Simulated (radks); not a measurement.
Ionisation of neutral ytterbium, [Xe] 4f14 6s2, to [Xe] 4f14 6s1 as the strength of local exchange is varied. Method: Dirac Kohn-Sham, Slater X-alpha exchange (alpha = 2/3 is LDA exchange), no correlation, spin-unpolarised, spherical densities, finite nucleus; Fermi nuclear charge, rms radius 5.3108 fm; computed with a radial shooting solver on a logarithmic mesh with Libxc functionals.

\begin{tabular}{lrrrrr}
alpha & E(Yb) (hartree) & exchange (hartree) & IE (eV) & -e of the level emptied (eV) & <r> of it (bohr) \\ \hline
0.667 & -14058.6257 & -278.7840 & 5.875 & 3.245 (6s1/2) & 3.980 \\
0.668 & -14059.0436 & -279.2114 & 5.880 & 3.249 (6s1/2) & 3.979 \\
0.689 & -14067.8244 & -288.1939 & 5.981 & 3.341 (6s1/2) & 3.957 \\
0.773 & -14103.0096 & -324.2447 & 6.402 & 3.723 (6s1/2) & 3.870 \\
0.895 & -14154.2883 & -376.9480 & 7.047 & 4.320 (6s1/2) & 3.747 \\
\end{tabular}

NIST Atomic Spectra Database: 6.254 eV (measured). The Delta-SCF value meets it near alpha = 0.74. Spin polarisation and multiplet splitting are left out, so open shells lie too high by an amount that depends on their filling.

Beside tabulated values, note that spin-unpolarised runs miss the spin-polarisation part of the exchange energy of open shells.
